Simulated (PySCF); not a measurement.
**Configurations of DyO**

Unrestricted PBE0; PySCF, spin-free X2C with a Gaussian nucleus, basis sets Dy x2c-SVPall, O x2c-SVPall. The search starts from ions with several 4f fillings and holds each by maximum overlap.

The lowest solution of each spin and filling, followed along the bond (rough minima from three points):

```json
{"2Ms+1": "7", "4f population": "9.11", "⟨S²⟩ at the start": "12.02", "R at minimum (Å)": "1.79", "Te (eV)": "0.00"}
{"2Ms+1": "5", "4f population": "9.21", "⟨S²⟩ at the start": "6.96", "R at minimum (Å)": "1.78", "Te (eV)": "0.03"}
{"2Ms+1": "5", "4f population": "9.94", "⟨S²⟩ at the start": "6.05", "R at minimum (Å)": "1.86", "Te (eV)": "1.56"}
```

Solutions at the starting distance of 1.932 Å, counted from the lowest; the search is not exhaustive:

```tsv
2Ms+1	4f population	E (eV)	⟨S²⟩	⟨Lz²⟩	μ (D)
7	9.11	0.00	12.02	9.0	-5.55
7	9.13	0.02	12.02	10.0	-5.52
5	9.21	0.07	6.96	11.2	-5.34
5	9.12	0.18	7.00	8.9	-5.44
5	9.17	0.18	6.97	10.1	-5.42
5	9.94	1.27	6.05	11.6	-7.64
5	9.91	1.30	6.06	9.0	-7.48
7	9.07	1.67	12.02	11.3	-7.74
5	9.77	1.78	6.26	13.8	-7.09
5	9.12	2.12	7.01	14.5	-7.78
7	9.11	2.15	12.01	10.1	-4.85
7	9.11	2.24	12.01	9.6	-4.75
7	10.00	2.56	12.01	9.0	-2.77
```

Partly filled real f orbitals mix terms, so no term symbols are given. A positive dipole means Dy(−)O(+).

Spin–orbit coupling is left out. Counting both spins, an empty level lies below a filled one in some of these solutions, because spin and occupation are held. With d or f electrons several states lie close, and the lowest PBE0 determinant need not be the measured ground state.
